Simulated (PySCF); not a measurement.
**Tl₂O: how level, basis and relativity move the structure**

Each row is its own optimisation.

Each entry is the lowest minimum that a search over a few typed start shapes (and spin states, where more than one is plausible) found, or that minimum re-optimised at the stated level; isomers with ligand–ligand bonds, or fragments after loss of a ligand pair, can lie lower. Open shells are unrestricted; no spin–orbit coupling; PySCF with density fitting.

```
                                                level  2S+1  point group  mean bond to O (Å)  gap (eV)  distinct angles (°)  lowest ω (cm⁻¹)
B3LYP/def2-TZVP (scalar-relativistic core potentials)     1          D∞h               2.114      4.44                  180               53
  PBE/def2-TZVP (scalar-relativistic core potentials)     1          D∞h               2.124      3.27                  180               43
 PBE0/def2-TZVP (scalar-relativistic core potentials)     ?            ?                   ?         ?                    ?                ?
```

Task: Fill in the row of PBE0/def2-TZVP (scalar-relativistic core potentials).

Result: 2S+1: 1; point group: D∞h; mean bond to O (Å): 2.092; gap (eV): 4.85; distinct angles (°): 180; lowest ω (cm⁻¹): 49.

Across these levels the mean bond spreads over 0.032 Å and the highest wavenumber over 40 cm⁻¹; all give the same point group.

The shape of PBE/def2-TZVP (scalar-relativistic core potentials) rests on a mode under 45 cm⁻¹ and is not firmly settled.

Levels that gave another bonding pattern or an unsound solution are left out.
